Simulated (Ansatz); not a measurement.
Total energies of CH5BrO2Si, SMILES `C[Si](O)(O)Br`.

```xyz
10

C    -0.349    1.284    0.511
Si    0.182   -0.342   -0.168
O    -0.814   -1.580    0.218
O     0.257   -0.193   -1.787
Br    2.196   -0.879    0.662
H    -0.379    1.257    1.601
H    -1.348    1.526    0.140
H     0.339    2.072    0.201
H    -0.537   -2.167    0.922
H     0.453   -0.978   -2.301
```

The species carries charge 0 and has multiplicity 1. Correlated methods include outer-core shells of Br, which these sets cover unevenly. Scalar relativity is left out up to krypton. All single points use the PBE0-D4/def2-TZVP geometry. It is one conformer, not always the lowest. Basis def2-TZVPP, Ansatz 0.2.0.

RPA on PBE orbitals: Hartree–Fock energy of these orbitals -3052.07514 Eh, correlation -1.62889 Eh (frozen core).

```tsv
functional	energy without D4 (Eh)	D4 term (kJ/mol)
LDA (SPW92)	-3049.31345	–
PBE	-3054.73025	-24.0
revPBE	-3055.13250	-68.2
r2SCAN	-3055.35214	-5.7
B97M-V	-3054.90710	–
B3LYP	-3055.53687	-39.1
r2SCANh	-3055.33987	-6.1
r2SCAN0	-3055.32273	-6.8
BHLYP	-3055.38230	-31.3
CAM-B3LYP	-3055.55131	-20.9
ωB97X-V	-3055.14369	–
ωB97M-V	-3055.26042	–
B2PLYP	-3054.85239	–
PBE-QIDH	-3054.44581	–
```

Task: Give the same for BLYP, PBE0, HSE06 (plane-wave form), LC-ωPBE. (Best estimate.)

Result: Ansatz gave: 
```csv
functional,energy without D4 (Eh),D4 term (kJ/mol)
BLYP,-3055.45463,-52.4
PBE0,-3054.85794,-20.4
HSE06 (plane-wave form),-3054.84678,-19.1
LC-ωPBE,-3054.93258,–
```

B3LYP takes the VWN-RPA correlation (the form of Gaussian; ORCA's B3LYP/G). HSE06 is the plane-wave form, built on full-range PBE exchange. The double hybrids freeze the cores in their second-order part.

LC-ωPBE has ω = 0.4 bohr⁻¹.
